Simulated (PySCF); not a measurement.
SMILES [GeH3][CH2][Si](F)(F)F, GFN2-xTB optimised geometry.

```
11

F      0.99    -0.77     0.00
Si    -0.60    -0.77     0.00
F     -1.00    -1.29    -1.45
F     -0.99     0.77     0.00
C     -1.33    -1.72     1.43
Ge    -0.78    -0.91     3.15
H     -2.42    -1.71     1.36
H     -1.01    -2.76     1.40
H      0.70    -0.95     3.29
H     -1.25     0.50     3.25
H     -1.38    -1.70     4.27
```

Density from B3LYP/def2-TZVP run with PySCF at that geometry.

Minimum of the electron density along straight lines between bonded atoms, close to the bond critical point (lines longer than 1.1 times the sum of covalent radii, or with two minima, are not listed):

```json
[
 {"bond": "F1–Si2", "length / Å": "1.585", "ρ at the minimum / e bohr⁻³": "0.145", "∇²ρ there / e bohr⁻⁵": "1.04", "position (fraction from the first atom)": "0.58"},
 {"bond": "Si2–F3", "length / Å": "1.588", "ρ at the minimum / e bohr⁻³": "0.144", "∇²ρ there / e bohr⁻⁵": "1.01", "position (fraction from the first atom)": "0.42"},
 {"bond": "Si2–F4", "length / Å": "1.585", "ρ at the minimum / e bohr⁻³": "0.145", "∇²ρ there / e bohr⁻⁵": "1.04", "position (fraction from the first atom)": "0.42"},
 {"bond": "Si2–C5", "length / Å": "1.866", "ρ at the minimum / e bohr⁻³": "…", "∇²ρ there / e bohr⁻⁵": "0.12", "position (fraction from the first atom)": "0.39"},
 {"bond": "C5–Ge6", "length / Å": "1.977", "ρ at the minimum / e bohr⁻³": "0.119", "∇²ρ there / e bohr⁻⁵": "…", "position (fraction from the first atom)": "0.53"},
 {"bond": "C5–H7", "length / Å": "1.089", "ρ at the minimum / e bohr⁻³": "0.274", "∇²ρ there / e bohr⁻⁵": "-0.91", "position (fraction from the first atom)": "0.64"},
 {"bond": "C5–H8", "length / Å": "1.089", "ρ at the minimum / e bohr⁻³": "0.274", "∇²ρ there / e bohr⁻⁵": "-0.91", "position (fraction from the first atom)": "0.64"},
 {"bond": "Ge6–H9", "length / Å": "1.491", "ρ at the minimum / e bohr⁻³": "0.144", "∇²ρ there / e bohr⁻⁵": "0.09", "position (fraction from the first atom)": "0.60"},
 {"bond": "Ge6–H10", "length / Å": "1.491", "ρ at the minimum / e bohr⁻³": "0.144", "∇²ρ there / e bohr⁻⁵": "0.09", "position (fraction from the first atom)": "0.60"},
 {"bond": "Ge6–H11", "length / Å": "1.498", "ρ at the minimum / e bohr⁻³": "0.142", "∇²ρ there / e bohr⁻⁵": "0.09", "position (fraction from the first atom)": "0.60"}
]
```

Question: Fill in the missing entries.

Answer: 
- Si2–C5, ρ at the minimum / e bohr⁻³: 0.130
- C5–Ge6, ∇²ρ there / e bohr⁻⁵: 0.10
